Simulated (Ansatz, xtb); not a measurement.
## Ranking isomers of AlH3SSe

4 gas-phase structures of AlH3SSe, found in a search over its isomers (lower ones may exist). Each was relaxed with GFN2-xTB; where two conformers were screened, the lower at r2SCAN-D4/def2-SVP is listed:

A. `[AlH2-]1[SH+][Se]1`, a singlet
B. `[SH][AlH][SeH]`, a singlet
C. `[AlH2-]1[S][SeH+]1`, a singlet
D. a singlet given by its coordinates

D (Å):

```yaml
atoms:
  - { symbol: Al, position_ang: [-0.5468, -1.0922, 0.7823] }
  - { symbol: S, position_ang: [0.5721, 0.0823, -1.3114] }
  - { symbol: Se, position_ang: [-2.4658, -0.0671, 0.9386] }
  - { symbol: H, position_ang: [0.7030, -1.9991, 0.9061] }
  - { symbol: H, position_ang: [-0.3881, -0.3973, -2.0997] }
  - { symbol: H, position_ang: [-0.1560, 1.1520, -1.0006] }
```

Close contacts (Å): Al1–S2 2.65, Al1–Se3 2.18, Al1–H4 1.55, S2–H5 1.33, S2–H6 1.33.

Make a reasoned guess at their ranking by r2SCAN-D4/def2-SVP single-point energy.

Calculated order at r2SCAN-D4/def2-SVP: B (0.0), A (31.7), D (32.9), C (32.9) kcal/mol. Less than 1 kcal/mol parts D and C, so the order within that pair means little.

Energies above the lowest of each column, in kcal/mol; the last columns are at B3LYP-D3(BJ)/def2-SVP geometries and were run for some of them only (a dash: not run or not comparable):

```tsv
structure	GFN2-xTB	HF/STO-3G	r2SCAN-D4/def2-SVP	B3LYP-D3(BJ)/def2-SVP	CCSD(T)/def2-TZVP
B	0.0	0.0	0.0	0.0	0.0
A	4.7	21.8	31.7	29.5	29.1
D	16.4	60.7	32.9	–	–
C	10.0	29.4	32.9	–	–
```

Every level run on B puts it lowest or level with the lowest. Flexible structures stand in one conformer each, not always the lowest. Frequencies (B3LYP-D3(BJ)/def2-SVP) were run for A, B alone.

Over these structures GFN2-xTB departs from r2SCAN-D4/def2-SVP by 8.4 kcal/mol on average once a common shift is removed. A GFN2-xTB relaxation took about 1.4 s and the r2SCAN-D4/def2-SVP energy about 6.9 s on a shared host (Ansatz 0.2.0, xtb 6.7.1).
